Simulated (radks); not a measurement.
The thallium ion Tl2+, configuration [Xe] 4f14 5d9.5 6s1.5 (fractional occupations, a model configuration). All-electron calculation, scalar-relativistic Kohn-Sham, BLYP, spin-polarised, spherical densities, finite nucleus; open shells are filled with parallel spins first (spin-orbit coupling, left out, can overturn this in heavy ions); Fermi nuclear charge, rms radius 5.4759 fm. Program: a radial shooting solver on a logarithmic mesh with Libxc functionals. Some entries of the table are withheld. Estimate them.

orbital,occ.,eigenvalue (eV),r(max) (bohr)
1s up,1,-85608.80,0.01003
1s down,1,-85608.78,0.01003
2s up,1,-15260.46,0.05815
2s down,1,-15260.41,0.05815
2p up,3,-13133.78,0.04832
2p down,3,-13133.73,0.04832
3s up,1,-3657.615,0.1639
3s down,1,-3657.588,0.1639
3p up,3,-3045.203,0.1638
3p down,3,-3045.175,0.1638
3d up,5,-2409.210,0.1334
3d down,5,-2409.169,0.1334
4s up,1,-831.5281,0.3689
4s down,1,-831.4696,0.3689
4p up,3,-630.6884,0.3889
4p down,3,-630.6313,0.3889
4d up,5,-394.8890,0.3954
4d down,5,-394.8230,0.3954
5s up,1,-150.8517,0.8074
5s down,1,-150.5469,0.8072
4f up,7,-133.9435,0.3578
4f down,7,-133.8605,0.3578
5p up,3,-95.8926,0.9035
5p down,3,-95.5210,0.9031
5d up,5,-34.6967,1.109
5d down,4.5,-34.2096,1.108
6s up,1,-26.3677,1.984
6s down,0.5,-25.8343,1.986
6p up,0,(1),2.492
6p down,0,(2),2.511

Answer. 
(1) 6p up eigenvalue (eV): -16.7957
(2) 6p down eigenvalue (eV): -16.4025
